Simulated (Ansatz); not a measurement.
Program: Ansatz. Geometries: PBE0-D4/def2-TZVP. ΔE: electronic, gas phase. CCSD(T)/CBS is the MP2 limit (def2-TZVPP, def2-QZVPP) plus CCSD(T) − MP2 in def2-TZVPP, frozen cores. This one scheme is used for every species. DFT in def2-TZVPP. One conformer a species, not always the lowest.

Reaction (formal exchange of groups at the Si–Cl bond): `Cl[SiH](Cl)Cl` + `CC` → `CC[SiH](Cl)Cl` + HCl

CCSD(T)/CBS gives +0.92 eV.

Problem. Another level gave +0.93 eV. Which?
A. ωB97M-V/def2-TZVPP
B. RPA@PBE/def2-TZVPP
C. HF/def2-TZVPP
D. B2PLYP/def2-TZVPP

Solution. A. ωB97M-V 0.93, B2PLYP 0.98, RPA@PBE/def2-TZVPP 0.86, HF/def2-TZVPP 1.04 eV.

Largest T1 diagnostic among the species: 0.009.

In def2-TZVPP, CCSD(T) changes the Hartree–Fock value by −0.16 eV (the triples alone add −0.01 eV) and MP2 by −0.12 eV. The D4 term adds −0.06 eV with B3LYP and −0.04 eV with PBE0; it sums over pairs of atoms, weighted by their polarisabilities, and B3LYP, whose exchange is more repulsive, gets the larger term.

B3LYP here is the variant with VWN-RPA as its local correlation; programs differ in this.
